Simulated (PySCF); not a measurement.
## Dipole response of Si⁺ (silicon, charge +1)

[Ne] 3s2 3p1, 2P determinant. All numbers are calculated (PySCF 2.14, scalar relativity by spin-free X2C-1e, in dyall-acv3z). Coupled (time-dependent) response in atomic units; α is the mean over directions.

| method | mean α (bohr³) | α xx, yy, zz | C₆ (like pair) | S(−4) |
| --- | --- | --- | --- | --- |
| UHF | 19.46 | 19.04, 20.31, 19.04 | 104.5 | 154.2 |
| PBE | 19.06 | 18.36, 20.44, 18.36 | 100.6 | 149.9 |
| PBE0 | 19.02 | 18.45, 20.16, 18.45 | 100.6 | 147.4 |
| M06-L | 18.25 | 17.91, 18.94, 17.91 | 97.27 | 128.3 |
| BLYP | 18.93 | 18.17, 20.45, 18.17 | 99.29 | 149.1 |

S(−4) is the Cauchy moment in α(ω) = α(0) + S(−4) ω² + …

α(iu) at M06-L:

```json
{"u (hartree)": "0", "α(iu) (bohr³)": "18.25"}
{"u (hartree)": "0.0500", "α(iu) (bohr³)": "17.94"}
{"u (hartree)": "0.100", "α(iu) (bohr³)": "17.06"}
{"u (hartree)": "0.200", "α(iu) (bohr³)": "14.30"}
{"u (hartree)": "0.300", "α(iu) (bohr³)": "11.31"}
{"u (hartree)": "0.500", "α(iu) (bohr³)": "6.865"}
{"u (hartree)": "0.750", "α(iu) (bohr³)": "3.970"}
{"u (hartree)": "1.00", "α(iu) (bohr³)": "2.551"}
{"u (hartree)": "1.50", "α(iu) (bohr³)": "1.327"}
{"u (hartree)": "2.00", "α(iu) (bohr³)": "0.8383"}
{"u (hartree)": "3.00", "α(iu) (bohr³)": "0.4518"}
{"u (hartree)": "5.00", "α(iu) (bohr³)": "0.2165"}
```

A single London oscillator, α(iu) = α/(1 + u²/ω²), gives C₆ = (3/4) ω α². Matching the computed C₆ needs ω = 4 × 97.27 / (3 × 18.25²) = 0.389 hartree.

For an ion, C₆ is the dispersion term alone; charge-induced terms of lower order in 1/R come first.

The components differ because the open shell of this determinant is not spherical; for a pure term their mean is the scalar polarisability.
